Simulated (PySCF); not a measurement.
## Assignment exercise: C7H13OP

Atom-mapped SMILES (the numbers label the heavy atoms): `[CH3:1][C@H:2]1[CH2:3][P@:4](=[O:5])([CH:6]2[CH2:7][CH2:8]2)[CH2:9]1`; H(Xn) means a hydrogen on atom n. Ha(C3), Ha(C9) are cis to C1 on the ring; Ha(C7), Ha(C8) are cis to P4 on the ring; Hb(C3), Hb(C9) are trans to C1 on the ring; Hb(C7), Hb(C8) are trans to P4 on the ring.

No solvent, non-relativistic Hamiltonian, equivalent nuclei averaged, single conformer. Shieldings: GIAO PBE0/pcSseg-1; geometry: GFN2-xTB; PySCF 2.14.

Chemical shifts δ = σref − σ; 13C (186.93 ppm) and 1H (31.72 ppm) against TMS, all at this level.

Question: Assign these signals to the numbered atoms. 13C{1H} NMR (computed): δ 48.2 (CH2), 26.1 (CH3), 19.6 (CH), 11.1 (CH), 2.2 (CH2).

Answer: 
```tsv
δ (ppm)	atoms	environment	reason
48.2	C3/C9	sp3 CH2 bonded to P	–
26.1	C1	methyl carbon	aliphatic region, no heteroatom directly attached
19.6	C2	sp3 CH in a ring	aliphatic region, no heteroatom directly attached
11.1	C6	three-membered-ring carbon	carbons of three-membered rings are unusually shielded
2.2	C7/C8	three-membered-ring carbon	–
```

Question: Assign these signals to the numbered atoms. 1H NMR (500 MHz, computed): δ 2.58 (m, 2H), 2.16 (m, 2H), 1.67 (m, 1H), 1.27 (d, 3H), 0.88 (m, 2H), 0.63 (m, 2H), 0.48 (m, 1H).

Answer: 
2.58 → Hb(C3)/Hb(C9), hydrogen on an sp3 CH2 bonded to P
2.16 → Ha(C3)/Ha(C9), hydrogen on an sp3 CH2 bonded to P
1.67 → H(C2), hydrogen on an sp3 CH in a ring
1.27 → H(C1), hydrogen on a methyl carbon: far from electronegative atoms and π systems
0.88 → Ha(C7)/Ha(C8), hydrogen on a three-membered-ring carbon: cyclopropane-type protons are shielded by the ring
0.63 → Hb(C7)/Hb(C8), hydrogen on a three-membered-ring carbon
0.48 → H(C6), hydrogen on a three-membered-ring carbon

Splittings by 31P in the carbon and heteronuclear signals aren't shown, as no couplings were computed. Shifts are as computed. Against solution values, carbons near 30 ppm lie about +3 ppm off and those near 130 ppm about +5 ppm. Of 1211 compounds with measured shifts, 218 miss one by over three times the rms of a fit or turn the order of signals round; such compounds aren't used in these exercises. No couplings were computed; multiplicities are counted from neighbouring protons, with m where these are inequivalent, close in shift, in a saturated or five-membered ring or joined by F or P, and br s for small geminal =CH2 splittings.
